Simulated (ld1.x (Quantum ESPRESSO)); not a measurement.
chromium (Cr): TM pseudisation with BP86, non-relativistic reference atom.

Input for ld1.x (Quantum ESPRESSO) 7.5:

```
&input
   title='Cr', zed=24., rel=0, dft='BP', iswitch=3,
   config='[Ar] 3d5 4s0 4p1',
   nld=3, rlderiv=2.85, eminld=-5.0, emaxld=5.0, deld=0.02
 /
 &inputp
   pseudotype=2, tm=.true., lloc=-1, rcloc=1.45,
   nlcc=.true., rcore=1.25,
   file_pseudopw='Cr.UPF', file_wfcaegen='ae.wfc', file_wfcncgen='nc.wfc', file_beta='beta', file_chi='chi'
 /
3
4S  1  0   0.00   0.00  2.60  2.60  0.0
3P  2  1   6.00   0.00  1.45  1.45  0.0
3D  3  2   5.00   0.00  1.60  1.60  0.0
 &test
   configts(1)='3p6 3d5 4s0 4p1'
 /
```

Command:

```bash
ld1.x < Cr.in > Cr.out
```

Output (shortened: banner, matrices, multipoles, cross overlaps and the repeated all-electron block are left out):

```
Program LD1 v.7.5
     --------------------------- All-electron run ----------------------------

     Cr

     atomic number is 24.00
     dft =BP   lsd =0 sic =0 latt =0  beta=0.20 tr2=1.0E-14
     Exchange-correlation= BP
                           (   1   1   1   1   0   0   0)
     mesh =1183 r(mesh) =  99.18097 a.u. xmin = -7.00 dx = 0.01250
     1 Ry =  13.60569312 eV

     n l     nl                  e(Ry)          e(Ha)          e(eV)
     1 0     1S 1( 2.00)      -429.0619      -214.5310     -5837.6851
     2 0     2S 1( 2.00)       -48.4684       -24.2342      -659.4460
     2 1     2P 1( 6.00)       -41.2019       -20.6009      -560.5798
     3 0     3S 1( 2.00)        -5.4386        -2.7193       -73.9958
     3 1     3P 1( 6.00)        -3.4257        -1.7128       -46.6085
     3 2     3D 1( 5.00)        -0.3296        -0.1648        -4.4846
     4 0     4S 1( 0.00)        -0.3681        -0.1840        -5.0077
     4 1     4P 1( 1.00)        -0.1364        -0.0682        -1.8559

     final scf error:  3.4E-15 reached in  33 iterations

     Etot =   -2088.604860 Ry,   -1044.302430 Ha,  -28416.916780 eV

     Ekin =    2086.795785 Ry,    1043.397893 Ha,   28392.303064 eV
     Encl =   -4959.919435 Ry,   -2479.959718 Ha,  -67483.141749 eV
     Eh   =     881.785063 Ry,     440.892531 Ha,   11997.296962 eV
     Exc  =     -97.266273 Ry,     -48.633136 Ha,   -1323.375057 eV

     normalization and overlap integrals

     s(1S/1S) =  1.000000  <r> =   0.0642  <r2> =    0.0055  r(max) =   0.0422
     s(2S/2S) =  1.000000  <r> =   0.2960  <r2> =    0.1034  r(max) =   0.2458
     s(2P/2P) =  1.000000  <r> =   0.2609  <r2> =    0.0837  r(max) =   0.1988
     s(3S/3S) =  1.000000  <r> =   0.9107  <r2> =    0.9585  r(max) =   0.7862
     s(3P/3P) =  1.000000  <r> =   0.9700  <r2> =    1.1126  r(max) =   0.7961
     s(3D/3D) =  1.000000  <r> =   1.4607  <r2> =    3.0140  r(max) =   0.8369
     s(4S/4S) =  1.000000  <r> =   3.3769  <r2> =   13.2734  r(max) =   2.7100
     s(4P/4P) =  1.000000  <r> =   4.8469  <r2> =   27.7743  r(max) =   3.7979

     ------------------------ End of All-electron run ------------------------

     --------------------- Generating NC pseudopotential ---------------------

      Generating local potential from pseudized AE potential:
      Matching radius rcloc =   1.4500

      Local pseudo, rcloc= 1.451 Estimated cut-off energy=    11.73 Ry

      Computing core charge for nlcc:

       r > 1.26 : true rho core
       r < 1.26 : rho core = a sin(br)/r    a=   1.72  b=   2.09

      Integrated core pseudo-charge :   2.38

      Wfc   4S  rcut= 2.578  Using Troullier-Martins method

      Wfc   3P  rcut= 1.451  Using Troullier-Martins method

      Wfc   3D  rcut= 1.603  Using Troullier-Martins method

     ------------------- End of pseudopotential generation -------------------

     Computing logarithmic derivative in   2.86686
     Computing logarithmic derivative in   2.86686
     Computing the partial wave expansion
     R is outside the sphere for l=    0 j= 0.00
     R is outside the sphere for l=    1 j= 0.00
     R is outside the sphere for l=    2 j= 0.00

     ---------------------- Testing the pseudopotential ----------------------

     Cr

     atomic number is 24.00   valence charge is 12.00
     dft =BP   lsd =0 sic =0 latt =0  beta=0.20 tr2=1.0E-14
     mesh =1183 r(mesh) =  99.18097 xmin = -7.00 dx = 0.01250

     n l     nl             e AE (Ry)        e PS (Ry)    De AE-PS (Ry)
     2 1     3P   1( 6.00)       -3.42566       -3.42566       -0.00000
     3 2     3D   1( 5.00)       -0.32961       -0.32961       -0.00000
     1 0     4S   1( 0.00)       -0.36806       -0.36806       -0.00000
     3 1     4P   1( 1.00)       -0.13641       -0.13616       -0.00025

     eps = 9.9E-16  iter = 12

     Etot =   -2088.604860 Ry,   -1044.302430 Ha,  -28416.916780 eV
     Etotps =  -120.621601 Ry,     -60.310800 Ha,   -1641.140482 eV

     Ekin =      76.074924 Ry,      38.037462 Ha,    1035.052071 eV
     Encl =    -255.592463 Ry,    -127.796232 Ha,   -3477.512623 eV
     Ehrt =     100.653198 Ry,      50.326599 Ha,    1369.456528 eV
     Ecxc =     -18.475392 Ry,      -9.237696 Ha,    -251.370508 eV
     (Ecc =      -1.390886 Ry,      -0.695443 Ha,     -18.923969 eV)
     Epseu=     -23.281868 Ry,     -11.640934 Ha,    -316.765950 eV

     ---------------------- End of pseudopotential test ----------------------
```

Note: ghost state, extra bound levels that the all-electron valence spectrum of the same l lacks: s at -44.8 eV. A true bound ghost makes a file unfit for plane-wave use. ld1.x takes every shell without a wave as core, so the model core holds the 4p electrons as well and exchange and correlation see them twice. This cancels in the reference configuration, but the file is broken for other ones, and its errors say nothing about a proper core correction.

Generation and configuration tests took about 2.6 s on one core of a shared server CPU.

Transferability test of the new file with ld1.x, input:

```
&input
   title='Cr', zed=24., rel=0, dft='BP', iswitch=2,
   config='[Ar] 3d5 4s0 4p1'
 /
 &test
   file_pseudo='Cr.UPF', nconf=8,
   configts(1)='3p6 3d5 4s0 4p1',
   configts(2)='3p6 3d5 4s1 4p0',
   configts(3)='3p6 3d5 4s0 4p0',
   configts(4)='3p6 3d4 4s0 4p0',
   configts(5)='3p6 3d4 4s1 4p0',
   configts(6)='3p6 3d5.5 4s0.5 4p0',
   configts(7)='3p6 3d6 4s0 4p0',
   configts(8)='3p5 3d5 4s1 4p0'
 /
```

```bash
ld1.x < Cr.test.in > Cr.test.out
```

Pseudopotential blocks of its output, shortened (energy terms left out):

```
     ---------------------- Testing the pseudopotential ----------------------

     n l     nl             e AE (Ry)        e PS (Ry)    De AE-PS (Ry)
     2 1     3P   1( 6.00)       -3.42566       -3.42566       -0.00000
     3 2     3D   1( 5.00)       -0.32961       -0.32961       -0.00000
     1 0     4S   1( 0.00)       -0.36806       -0.36806       -0.00000
     3 1     4P   1( 1.00)       -0.13641       -0.13616       -0.00025

     eps = 9.3E-16  iter = 12

     Etot =   -2088.604860 Ry,   -1044.302430 Ha,  -28416.916779 eV
     Etotps =  -120.621601 Ry,     -60.310800 Ha,   -1641.140482 eV

     ---------------------- End of pseudopotential test ----------------------

          ---------------------- Testing the pseudopotential ----------------------

     n l     nl             e AE (Ry)        e PS (Ry)    De AE-PS (Ry)
     2 1     3P   1( 6.00)       -3.32346       -3.33208        0.00861  !
     3 2     3D   1( 5.00)       -0.23154       -0.23678        0.00523  !
     1 0     4S   1( 1.00)       -0.30069       -0.30276        0.00207
     3 1     4P   1( 0.00)       -0.07954       -0.08998        0.01044  !

     eps = 3.6E-15  iter = 13

     Etot =   -2088.830571 Ry,   -1044.415285 Ha,  -28419.987730 eV
     Etotps =  -120.844155 Ry,     -60.422077 Ha,   -1644.168484 eV
     dEtot_ae =      -0.225711 Ry
     dEtot_ps =      -0.222554 Ry,   Delta E=      -0.003157 Ry

     ---------------------- End of pseudopotential test ----------------------

          ---------------------- Testing the pseudopotential ----------------------

     n l     nl             e AE (Ry)        e PS (Ry)    De AE-PS (Ry)
     2 1     3P   1( 6.00)       -3.83621       -3.85086        0.01465  !
     3 2     3D   1( 5.00)       -0.73913       -0.75376        0.01463  !
     1 0     4S   1( 0.00)       -0.72585       -0.75321        0.02736  !
     3 1     4P   1( 0.00)       -0.43551       -0.47769        0.04218  !

     eps = 5.8E-15  iter = 12

     Etot =   -2088.319662 Ry,   -1044.159831 Ha,  -28413.036464 eV
     Etotps =  -120.321322 Ry,     -60.160661 Ha,   -1637.054978 eV
     dEtot_ae =       0.285198 Ry
     dEtot_ps =       0.300279 Ry,   Delta E=      -0.015081 Ry

     ---------------------- End of pseudopotential test ----------------------

          ---------------------- Testing the pseudopotential ----------------------

     n l     nl             e AE (Ry)        e PS (Ry)    De AE-PS (Ry)
     2 1     3P   1( 6.00)       -4.86621       -4.88348        0.01728  !
     3 2     3D   1( 4.00)       -1.69523       -1.70984        0.01461  !
     1 0     4S   1( 0.00)       -1.34220       -1.38211        0.03991  !
     3 1     4P   1( 0.00)       -0.96454       -1.02509        0.06055  !

     eps = 9.1E-15  iter = 10

     Etot =   -2087.125609 Ry,   -1043.562805 Ha,  -28396.790549 eV
     Etotps =  -119.112609 Ry,     -59.556304 Ha,   -1620.609602 eV
     dEtot_ae =       1.479251 Ry
     dEtot_ps =       1.508992 Ry,   Delta E=      -0.029741 Ry

     ---------------------- End of pseudopotential test ----------------------

          ---------------------- Testing the pseudopotential ----------------------

     n l     nl             e AE (Ry)        e PS (Ry)    De AE-PS (Ry)
     2 1     3P   1( 6.00)       -4.19425       -4.21508        0.02083  !
     3 2     3D   1( 4.00)       -1.03956       -1.05255        0.01299  !
     1 0     4S   1( 1.00)       -0.84438       -0.84978        0.00539  !
     3 1     4P   1( 0.00)       -0.52623       -0.54360        0.01737  !

     eps = 6.4E-16  iter = 14

     Etot =   -2088.222082 Ry,   -1044.111041 Ha,  -28411.708826 eV
     Etotps =  -120.226631 Ry,     -60.113316 Ha,   -1635.766648 eV
     dEtot_ae =       0.382777 Ry
     dEtot_ps =       0.394969 Ry,   Delta E=      -0.012192 Ry

     ---------------------- End of pseudopotential test ----------------------

          ---------------------- Testing the pseudopotential ----------------------

     n l     nl             e AE (Ry)        e PS (Ry)    De AE-PS (Ry)
     2 1     3P   1( 6.00)       -3.22604       -3.23381        0.00778  !
     3 2     3D   1( 5.50)       -0.15646       -0.16274        0.00627  !
     1 0     4S   1( 0.50)       -0.27809       -0.28361        0.00552  !
     3 1     4P   1( 0.00)       -0.06995       -0.08236        0.01242  !

     eps = 1.0E-14  iter = 12

     Etot =   -2088.782069 Ry,   -1044.391034 Ha,  -28419.327829 eV
     Etotps =  -120.796545 Ry,     -60.398272 Ha,   -1643.520717 eV
     dEtot_ae =      -0.177209 Ry
     dEtot_ps =      -0.174944 Ry,   Delta E=      -0.002265 Ry

     ---------------------- End of pseudopotential test ----------------------

          ---------------------- Testing the pseudopotential ----------------------

     n l     nl             e AE (Ry)        e PS (Ry)    De AE-PS (Ry)
     2 1     3P   1( 6.00)       -3.15994       -3.16832        0.00838  !
     3 2     3D   1( 6.00)       -0.10870       -0.11694        0.00824  !
     1 0     4S   1( 0.00)       -0.26545       -0.27413        0.00868  !
     3 1     4P   1( 0.00)       -0.06784       -0.08050        0.01266  !

     eps = 1.0E-14  iter = 11

     Etot =   -2088.711830 Ry,   -1044.355915 Ha,  -28418.372187 eV
     Etotps =  -120.726380 Ry,     -60.363190 Ha,   -1642.566074 eV
     dEtot_ae =      -0.106971 Ry
     dEtot_ps =      -0.104779 Ry,   Delta E=      -0.002191 Ry

     ---------------------- End of pseudopotential test ----------------------

          ---------------------- Testing the pseudopotential ----------------------

     n l     nl             e AE (Ry)        e PS (Ry)    De AE-PS (Ry)
     2 1     3P   1( 5.00)       -4.28217       -4.31356        0.03139  !
     3 2     3D   1( 5.00)       -1.10696       -1.12666        0.01970  !
     1 0     4S   1( 1.00)       -0.85544       -0.85719        0.00175
     3 1     4P   1( 0.00)       -0.53151       -0.54909        0.01758  !

     eps = 5.3E-15  iter = 12

     Etot =   -2085.056894 Ry,   -1042.528447 Ha,  -28368.644241 eV
     Etotps =  -117.051628 Ry,     -58.525814 Ha,   -1592.568529 eV
     dEtot_ae =       3.547966 Ry
     dEtot_ps =       3.569973 Ry,   Delta E=      -0.022007 Ry

     ---------------------- End of pseudopotential test ----------------------
```
